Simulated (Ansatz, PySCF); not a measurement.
This PySCF input computes a PBE/def2-TZVPD energy:

```python
from pyscf import gto, scf, dft

mol = gto.M(
    atom='''
    O    -0.05243509    0.00677906   -1.03625493
    S    -0.02593212   -0.01703994    0.60328941
    H     0.83439461    0.21840646   -1.36259117
    ''',
    basis='def2-tzvpd',
    charge=0,
    spin=1,
    verbose=4,
)

mf = dft.UKS(mol, xc='pbe').density_fit(auxbasis='def2-universal-jkfit')
mf.grids.level = 3
mf.conv_tol = 1e-9
mf.max_cycle = 100
mf.max_memory = 1500
mf.kernel()
if not mf.converged:
    mf = mf.newton()
    mf.kernel(mf.make_rdm1())
for _ in range(2):
    mo, _, stable, _ = mf.stability(return_status=True)
    if stable:
        break
    mf.kernel(mf.make_rdm1(mo, mf.mo_occ))
mf.analyze()
```

Q: Write an input for the same energy in Ansatz (a quantum-chemistry and plane-wave program) and say what it gives.

A: 
Ansatz 0.2 input:
```yaml
crystal:
  periodic: [false, false, false]
  atoms:
    - {symbol: O, position_ang: [-0.05243509, 0.00677906, -1.03625493]}
    - {symbol: S, position_ang: [-0.02593212, -0.01703994, 0.60328941]}
    - {symbol: H, position_ang: [0.83439461, 0.21840646, -1.36259117]}
basis:
  gaussian:
    orbitals: def2-TZVPD
hamiltonian:
  xc: {name: PBE}
magnetization: {spin_polarized: true, initial_magnetization: 1}
output: {forces: true}
```
It gives -473.76247 Eh, and PySCF -473.76251 Eh, a difference of 0.04 mEh, from the treatment of integrals and grids.

It need not be the lowest isomer of its formula.
